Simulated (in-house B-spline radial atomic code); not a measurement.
Ag. Computed with a B-spline radial atomic code. Model: non-relativistic spherical atom: semilocal Troullier-Martins pseudo-atom, one channel per l, against all electrons, high spin, G0W0 and RPA with empty states to l = 8, local potential for every l without a channel, a model core (radius 0 = none) keeps its share of the functional.

Without relativity these are model numbers for so heavy an element.

What the tables leave out is listed at the end.

The pseudopotential gives back the lowest level of each angular momentum of its own functional in the configuration it was made in; a second state of the same l is only approximately right. Exact exchange, RPA and GW see the smooth pseudo-orbitals and miss the exchange with the core, for which the functional's share stands in. The column with an uncorrelated core keeps all orbitals and exact exchange, and so separates missing core correlation from pseudisation. Only the three outermost levels and the lowest empty one were computed. RPA here is direct RPA, with no exchange kernel, and its energies carry an (l + 1/2)⁻⁴ tail. A hybrid on a potential with a model core restores only its own semilocal share of the core's exchange.

Command:
```bash
python run_psgw.py task.json out
```
Settings (lengths in bohr, energies in hartree):
```
Z                      47
electrons              47
configuration          [Kr] 4d10 5s1
generated_in           [Kr] 4d10 5s1
functional             pbe,pbe
core_shells            7
radius_factor          0.9
core_correction        False
ion_configuration      [Kr] 4d10
```

Time taken, with all properties: 88 s on 1 thread of Arm Neoverse N1, on a shared host.

Given: made with PBE; model core radius 0 bohr; local radius 1.031 bohr; mean-field start PBE.

Valence shells of the generating configuration: 4p, 4d, 5s.

Channel: s 2.381, p 0.793, d 0.93 (radii in bohr).

Computed: largest level miss in the spin-unpolarised generating configuration 0.002 eV; valence RPA correlation energy all-electron orbitals -1.0817 hartree; valence RPA correlation energy pseudo -1.2874 hartree; pseudo-atom RPA polarisability 43.58 bohr³; ionisation by mean-field all-electron 7.3695 eV; ionisation by mean-field pseudo minus all 0.008 eV; ionisation by RPA pseudo minus all 0.705 eV.

```json
{"level": "5s up", "occupied": "1", "mean-field all-electron (eV)": "-4.3115", "mean-field pseudo minus all (eV)": "-0.003", "G0W0 all-electron (eV)": "-7.2873", "G0W0 uncorrelated core minus all (eV)": "-0.009", "G0W0 pseudo minus all (eV)": "-0.421", "exchange self-energy all-electron (eV)": "-10.114", "exchange self-energy pseudo (eV)": "-10.251"}
{"level": "5s down (empty)", "occupied": "0", "mean-field all-electron (eV)": "-3.5331", "mean-field pseudo minus all (eV)": "0.006", "G0W0 all-electron (eV)": "-1.3362", "G0W0 uncorrelated core minus all (eV)": "-0.009", "G0W0 pseudo minus all (eV)": "-0.5", "exchange self-energy all-electron (eV)": "-2.6462", "exchange self-energy pseudo (eV)": "-2.8033"}
```

(1) What is the ionisation by RPA all-electron?

(2) What is the all-electron RPA polarisability, core included?

Given: mean-field start PBE0.

Computed: valence RPA correlation energy pseudo -1.2283 hartree; pseudo-atom RPA polarisability 34.638 bohr³; ionisation by mean-field all-electron 7.0762 eV; ionisation by mean-field pseudo minus all 0.296 eV; ionisation by RPA all-electron 7.3847 eV; ionisation by RPA pseudo minus all 0.764 eV.

```csv
level,occupied,mean-field all-electron (eV),mean-field pseudo minus all (eV),G0W0 all-electron (eV),G0W0 uncorrelated core minus all (eV),G0W0 pseudo minus all (eV),exchange self-energy all-electron (eV),exchange self-energy pseudo (eV)
5s up,1,-4.8705,-0.226,-7.3061,-0.009,-0.637,-9.8633,-10.569
5s down (empty),0,-2.4828,-0.17,-1.0737,-0.007,-0.42,-2.2632,-2.7069
```

(3) What is the all-electron RPA polarisability, core included?

(4) What is the valence RPA correlation energy all-electron orbitals?

Given: mean-field start Hartree-Fock.

Computed: valence RPA correlation energy all-electron orbitals -0.88392 hartree; valence RPA correlation energy pseudo -1.0877 hartree; pseudo-atom RPA polarisability 22.136 bohr³; ionisation by mean-field all-electron 5.9214 eV; ionisation by mean-field pseudo minus all 1.128 eV; ionisation by RPA all-electron 7.0034 eV.

```json
{"level": "5s up", "occupied": "1", "mean-field all-electron (eV)": "-6.014", "mean-field pseudo minus all (eV)": "-1.22", "G0W0 all-electron (eV)": "-7.0011", "G0W0 uncorrelated core minus all (eV)": "-0.005", "G0W0 pseudo minus all (eV)": "-0.919", "exchange self-energy all-electron (eV)": "-8.7059", "exchange self-energy pseudo (eV)": "-11.411"}
{"level": "4d down", "occupied": "1", "mean-field all-electron (eV)": "-14.597", "mean-field pseudo minus all (eV)": "1.166", "G0W0 all-electron (eV)": "-14.019", "G0W0 uncorrelated core minus all (eV)": "0.108", "G0W0 pseudo minus all (eV)": "1.113", "exchange self-energy all-electron (eV)": "-35.823", "exchange self-energy pseudo (eV)": "-29.791"}
{"level": "4d up", "occupied": "1", "mean-field all-electron (eV)": "-14.64", "mean-field pseudo minus all (eV)": "0.98", "G0W0 all-electron (eV)": "-14.088", "G0W0 uncorrelated core minus all (eV)": "0.104", "G0W0 pseudo minus all (eV)": "0.963", "exchange self-energy all-electron (eV)": "-35.509", "exchange self-energy pseudo (eV)": "-29.677"}
```

(5) What is the all-electron RPA polarisability, core included?

(6) What is the ionisation by RPA pseudo minus all?

## Answers

(1) 7.5309 eV.

(2) 43.598 bohr³.

(3) 38.007 bohr³.

(4) -1.0223 hartree.

(5) 33.038 bohr³.

(6) 0.891 eV.

Among the listed levels the largest G0W0 shift of the pseudo-atom is +1.11 eV, for 4d down on the Hartree-Fock start, while leaving the core uncorrelated moves that level by +0.11 eV. So pseudisation and the lost core exchange, not the missing core correlation, make the error. Not in the tables (levels of low weight, unsolved or above zero; the highest and the empty levels are kept at any weight): on PBE the G0W0 levels 4d down (pseudo minus all +1.35 eV, weights 0.43 and 0.08), 4d up (pseudo minus all +1.33 eV, weights 0.41 and 0.08); on PBE0 the G0W0 levels 4d down (pseudo minus all +0.64 eV, weights 0.76 and 0.71), 4d up (pseudo minus all +0.49 eV, weights 0.53 and 0.67).
